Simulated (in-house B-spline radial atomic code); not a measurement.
Settings and results of a run for Ta3+. Level of theory: scalar-relativistic (X2C) Hartree-Fock with fractional occupations, spin-polarised, spherical fractional occupations, Fermi nucleus of rms radius 5.3507 fm; calculated with an all-electron radial atomic-structure program (B-spline basis).

Command:
```bash
python run_scf.py task.json out
```
Settings (nuclear radius in fm, mass in u):
```
Z                73
configuration    [Xe] 4f14 5d2
hamiltonian      x2c
method           hf,
spin_polarised   True
nucleus          fermi
rms_radius       5.3507
atomic_mass      180.948
speed_of_light   137.035999084
```

Output (hartree, bohr):
```
 radial grid: 72 intervals, B-splines of order 8, outer radius 39.1892 bohr

 iter        energy (Eh)    residual
    1      -15597.546060    5.10e-01
    2      -15598.263413    2.63e-02
    3      -15598.267643    1.30e-02
    4      -15598.268440    6.61e-03
    5      -15598.268729    5.56e-04
    6      -15598.268737    1.70e-04
    7      -15598.268738    9.18e-05
    8      -15598.268738    3.11e-05
    9      -15598.268738    5.82e-06
   10      -15598.268738    1.09e-06
   11      -15598.268738    1.31e-07

 total energy                    -15598.26874
 kinetic                           17518.5074
 electron-nucleus                 -38860.6153
 Hartree                            6058.6258
 exact exchange                     -314.7867

 orbital      occ     eigenvalue          <r>       <r^2>       <1/r>       r_max
 1s up      1.000     -2491.4510     0.017864 0.000446722     93.4807     0.01074
 1s down    1.000     -2491.4519    0.0178639 0.000446721     93.4807     0.01074
 2s up      1.000      -434.0212    0.0781029  0.00727843     21.8213     0.06663
 2s down    1.000      -434.0155    0.0781025  0.00727837     21.8215     0.06663
 2p up      3.000      -381.4608    0.0700362   0.0060102     18.3824      0.0542
 2p down    3.000      -381.4550    0.0700356   0.0060101     18.3826      0.0542
 3s up      1.000      -102.4822     0.203804   0.0476378     7.86732      0.1885
 3s down    1.000      -102.4827     0.203801   0.0476362      7.8674      0.1885
 3p up      3.000       -86.4979     0.203783   0.0482717     6.94979      0.1861
 3p down    3.000       -86.4981     0.203779   0.0482695     6.94986      0.1861
 3d up      5.000       -67.2346     0.185584   0.0403935     6.46846      0.1519
 3d down    5.000       -67.2310     0.185598   0.0403993     6.46803      0.1519
 4s up      1.000       -22.9001     0.459229    0.238128      3.2318      0.4296
 4s down    1.000       -22.8960     0.459258    0.238154     3.23143      0.4296
 4p up      3.000       -17.5415     0.486759    0.269606      2.8729      0.4493
 4p down    3.000       -17.5370     0.486795    0.269628     2.87242      0.4494
 4d up      5.000       -10.4439      0.52388    0.318248     2.52897      0.4628
 4d down    5.000       -10.4351     0.524004    0.318339     2.52801       0.463
 5s up      1.000        -4.2782      1.11837     1.40462     1.19936       1.002
 5s down    1.000        -4.2089      1.10898     1.37999     1.21138       0.997
 5p up      3.000        -2.8654      1.28977     1.87959     1.00983        1.13
 5p down    3.000        -2.7548        1.276     1.83827     1.02252       1.122
 4f up      7.000        -2.5494     0.627882    0.494459     2.01571      0.4448
 4f down    7.000        -2.5424     0.622808    0.484022     2.02485      0.4444
 5d up      2.000        -1.0225      1.91943     4.27835     0.66455       1.546

 Slater integrals (Eh)
   F0(4f up,4f up)               1.470045
   F2(4f up,4f up)               0.709391
   F4(4f up,4f up)               0.447300
   F6(4f up,4f up)               0.322444
   F0(4f up,4f down)             1.474888
   F2(4f up,4f down)             0.712638
   F4(4f up,4f down)             0.449528
   F6(4f up,4f down)             0.324101
   F0(4f up,5d up)               0.609668
   F2(4f up,5d up)               0.134400
   F4(4f up,5d up)               0.061831
   G1(4f up,5d up)               0.051153
   G3(4f up,5d up)               0.043850
   G5(4f up,5d up)               0.033973
   F0(4f down,4f down)           1.479761
   F2(4f down,4f down)           0.715918
   F4(4f down,4f down)           0.451780
   F6(4f down,4f down)           0.325776
   F0(4f down,5d up)             0.610127
   F2(4f down,5d up)             0.133430
   F4(4f down,5d up)             0.061065
   F0(5d up,5d up)               0.471374
   F2(5d up,5d up)               0.245285
   F4(5d up,5d up)               0.161372
```

Cost of the run: 1 s on 1 thread of Arm Neoverse N1, on a shared host.

Caution: exact exchange at fractional occupations of open shells leaves self-interaction of up to several eV.

One-electron X2C: radii and densities carry no picture-change correction, so inner-shell <1/r> comes out high (for 1s by about 2 % at Z = 33, 5 % at 54, 10 % at 75, 30 % at 118) and <r> low.
